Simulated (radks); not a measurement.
Values are calculated unless marked as measured or tabulated.
Question: Species: Ce2+. Configuration: [Kr] 4d10 4f2 5s2 5p5 5f1 (not the ground configuration). Level of theory: Dirac Kohn-Sham, LDA (Slater exchange, VWN5 correlation), spin-unpolarised, spherical densities, finite nucleus; open shells fill j = l - 1/2 first; Fermi nuclear charge, rms radius 4.8771 fm (a radial shooting solver on a logarithmic mesh with Libxc functionals). Some entries of the table are withheld. Estimate them.

| orbital | occ. | eigenvalue (hartree) | <r^2> (bohr^2) |
|---|---|---|---|
| 1s1/2 | 2 | -1477.488 | 0.0008221 |
| 2s1/2 | 2 | -236.9313 | 0.01302 |
| 2p1/2 | 2 | (1) | (2) |
| 2p3/2 | 4 | (3) | (4) |
| 3s1/2 | 2 | -51.34658 | 0.08885 |
| 3p1/2 | 2 | -45.79000 | 0.08366 |
| 3p3/2 | 4 | -42.56898 | 0.09122 |
| 3d3/2 | 4 | -32.81254 | 0.07462 |
| 3d5/2 | 6 | -32.11969 | 0.07676 |
| 4s1/2 | 2 | -10.75659 | 0.4612 |
| 4p1/2 | 2 | -8.69579 | 0.4932 |
| 4p3/2 | 4 | -8.00421 | 0.5358 |
| 4d3/2 | 4 | -4.61820 | 0.6433 |
| 4d5/2 | 6 | -4.49801 | 0.6606 |
| 5s1/2 | 2 | -2.09056 | 2.595 |
| 5p1/2 | 2 | -1.52647 | 3.241 |
| 5p3/2 | 3 | -1.42353 | 3.536 |
| 4f5/2 | 2 | -0.74643 | 1.687 |
| 4f7/2 | 0 | -0.73511 | 1.724 |
| 5d3/2 | 0 | -0.67702 | 6.814 |
| 5d5/2 | 0 | -0.66647 | 6.996 |
| 6s1/2 | 0 | (5) | 14.23 |
| 6p1/2 | 0 | -0.46404 | (6) |
| 6p3/2 | 0 | -0.44663 | (7) |
| 5f5/2 | 1 | -0.22944 | 37.07 |
| 5f7/2 | 0 | -0.22900 | 37.26 |
| 6f5/2 | 0 | -0.12403 | 119.7 |
| 6f7/2 | 0 | -0.12376 | 120.2 |

Answer: 
(1) 2p1/2 eigenvalue (hartree): -223.8473
(2) 2p1/2 <r^2> (bohr^2): 0.009540
(3) 2p3/2 eigenvalue (hartree): -207.4538
(4) 2p3/2 <r^2> (bohr^2): 0.01080
(5) 6s1/2 eigenvalue (hartree): -0.59958
(6) 6p1/2 <r^2> (bohr^2): 19.47
(7) 6p3/2 <r^2> (bohr^2): 20.89
